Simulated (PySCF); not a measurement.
Level of theory: PySCF with M06-2X/def2-TZVP // B3LYP-D3(BJ)/def2-TZVP. Gas-phase values, no solvent. 

Reference species (SMILES): `BrC(Br)(Br)Br` (neutral, multiplicity 1).

```
Quantity       Result
-------------  ------
dipole moment  0.00 D
```

Changed species: `BrC(Br)Br` (whole molecule; the reference has whole molecule).

Task: What does the change do to the dipole moment?

Result: the dipole moment goes up by 0.93 D, to 0.93 D.
